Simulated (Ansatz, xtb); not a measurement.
# C4H8GeOSi: 5 structures ranked

5 gas-phase structures of C4H8GeOSi, from a drawn sample of its isomers (lower ones may exist). Each was relaxed with GFN2-xTB:

A. `[SiH3]c1coc[c]1[GeH3]`, a singlet
B. `[SiH3]c1c[c]([GeH3])co1`, a singlet
C. `[SiH3]c1cc[c]([GeH3])o1`, a singlet
D. `[SiH3]c1occ[c]1[GeH3]`, a singlet
E. `[SiH3]c1co[c]([GeH3])c1`, a singlet

Problem. Make a reasoned guess at their ranking by r2SCAN-D4/def2-SVP single-point energy.

Solution. Calculated order at r2SCAN-D4/def2-SVP: A (0.0), E (2.7), B (3.2), C (5.8), D (7.2) kJ/mol. Less than 1 kcal/mol parts A and E; E and B; B and C; C and D, so the order within those pairs means little.

Energies above the lowest of each column, in kJ/mol; the last columns are at PBE-D3(BJ)/def2-SVP geometries:

| structure | GFN2-xTB | HF/STO-3G | r2SCAN-D4/def2-SVP | PBE-D3(BJ)/def2-SVP | CCSD(T)/def2-SVP + ΔMP2/def2-TZVPP |
| --- | --- | --- | --- | --- | --- |
| A | 10.4 | 10.6 | 0.0 | 0.0 | 0.0 |
| E | 4.1 | 1.8 | 2.7 | 2.2 | 3.3 |
| B | 9.1 | 1.2 | 3.2 | 3.0 | 3.4 |
| C | 0.0 | 0.0 | 5.8 | 4.9 | 7.4 |
| D | 8.4 | 10.1 | 7.2 | 4.7 | 5.7 |

CCSD(T)/def2-SVP + ΔMP2/def2-TZVPP puts A lowest, with B and E within 1 kcal/mol; GFN2-xTB picks C, HF/STO-3G picks C. CCSD(T)/def2-SVP + ΔMP2/def2-TZVPP orders those it was run on as A (0.0), E (3.3), B (3.4), D (5.7), C (7.4) kJ/mol. Less than 1 kcal/mol parts A and E; E and B; B and D; D and C, so the order within those pairs means little. Some further structures that were screened fall inside this span and aren't listed. ΔMP2 is the change of the MP2 energy from the smaller to the larger basis.

Over these structures GFN2-xTB departs from r2SCAN-D4/def2-SVP by 4.4 kJ/mol on average once a common shift is removed. A GFN2-xTB relaxation took about 0.14 s and the r2SCAN-D4/def2-SVP energy about 2 s on a shared host (Ansatz 0.2.0, xtb 6.7.1).
